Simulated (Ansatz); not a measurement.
Ansatz (a quantum-chemistry and plane-wave program) input (PBE0/def2-TZVP):

Ansatz 0.2 input:
```yaml
crystal:
  periodic: [false, false, false]
  atoms:
    - {symbol: C, position_ang: [-2.32653072, 0.74798490, 0.51440015]}
    - {symbol: C, position_ang: [-0.99584147, 0.20445142, 0.03612392]}
    - {symbol: C, position_ang: [0.10455776, 0.33359071, 1.07669588]}
    - {symbol: C, position_ang: [1.48163532, -0.10246654, 0.62083965]}
    - {symbol: Cl, position_ang: [2.10382692, 0.93843578, -0.72351591]}
    - {symbol: Cl, position_ang: [-1.19675307, -1.55296733, -0.42488940]}
    - {symbol: H, position_ang: [-2.22548384, 1.81376172, 0.73427409]}
    - {symbol: H, position_ang: [-3.09509829, 0.62502617, -0.24697585]}
    - {symbol: H, position_ang: [-2.65335249, 0.23725868, 1.42119477]}
    - {symbol: H, position_ang: [-0.69121431, 0.68786048, -0.88928550]}
    - {symbol: H, position_ang: [-0.16426599, -0.26056415, 1.95562302]}
    - {symbol: H, position_ang: [0.14482037, 1.37980131, 1.39286985]}
    - {symbol: H, position_ang: [1.47526749, -1.11997431, 0.24077141]}
    - {symbol: H, position_ang: [2.20614635, -0.01749628, 1.42606096]}
basis:
  gaussian:
    orbitals: def2-TZVP
hamiltonian:
  xc: {name: PBE0}
```

End of the output:

```
integrals: 0.22 GiB planned
1608 factors; their error is unknown
0.33 GiB of the device are held for the grids
1.50 GiB of device memory are held for the factors and their scratch space
mean field: 1.44 GiB planned
mean field evaluation 1: about -29303.9460 eV, gradient 6.3e1 eV
mean field evaluation 2: about -29297.4345 eV, gradient 7.9e1 eV
mean field evaluation 4: about -29313.2012 eV, gradient 3.9e0 eV
mean field evaluation 8: about -29313.2337 eV, gradient 7.9e-2 eV
mean field evaluation 16: about -29313.2819 eV, gradient 7.7e-5 eV
mean field -29313.28193578 eV, -1077.2432418836 hartree, gradient 7.7e-5 eV, S^2 0.000000; 0 other end points of the search recorded, 0 dependent functions left out
reference -29313.28196822 eV, -1077.2432430759 hartree; 33, 33 occupied and 213, 213 virtual orbitals, 1608 factors
Total energy: -29313.28196822 eV, -1077.2432430759 hartree
```
